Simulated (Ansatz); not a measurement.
```yaml
crystal:
  periodic: [false, false, false]
  atoms:
    - {symbol: I, position_ang: [-1.659104, -2.504295, 0.456208]}
    - {symbol: Si, position_ang: [-0.735723, -0.060866, 0.546935]}
    - {symbol: B, position_ang: [-0.214122, 0.768871, -0.905446]}
    - {symbol: C, position_ang: [0.979331, 0.566022, -0.236246]}
    - {symbol: H, position_ang: [-0.758917, 0.127477, 1.934599]}
    - {symbol: H, position_ang: [-0.380117, 0.725531, -2.154537]}
    - {symbol: H, position_ang: [1.995929, -0.170005, -0.704768]}
    - {symbol: H, position_ang: [1.085249, 0.627293, 1.043122]}
basis:
  gaussian: {orbitals: ANO-RCC-VTZP}
hamiltonian: {xc: {name: B97}}
```

```sh
$ ansatz run in.yaml --threads 2 --pin off --events-out ev --progress --plain --max-ram 4352MiB
```

It prints (some lines left out):

```
Functional definition: B97
1850 factors; their error is unknown
mean field evaluation 1: about -203284.5306 eV, gradient 5.5e1 eV
mean field evaluation 2: about -203261.2665 eV, gradient 9.6e1 eV
mean field evaluation 4: about -203292.3892 eV, gradient 7.6e0 eV
mean field evaluation 8: about -203292.6932 eV, gradient 2.3e-1 eV
mean field evaluation 16: about -203292.6933 eV, gradient 6.4e-5 eV
mean field -203292.69331263 eV, -7470.8686825026 hartree, gradient 6.4e-5 eV, S^2 0.000000; 0 other end points of the search recorded, 0 dependent functions left out
reference -203292.69335149 eV, -7470.8686839306 hartree; 41, 41 occupied and 177, 177 virtual orbitals, 1850 factors
Total energy: -203292.69335149 eV, -7470.8686839306 hartree
Relativity: scalar
```

Hardware: 2 threads of an Arm Neoverse V1 on a shared host. Wall time 22 s, peak host memory 0.77 GiB.
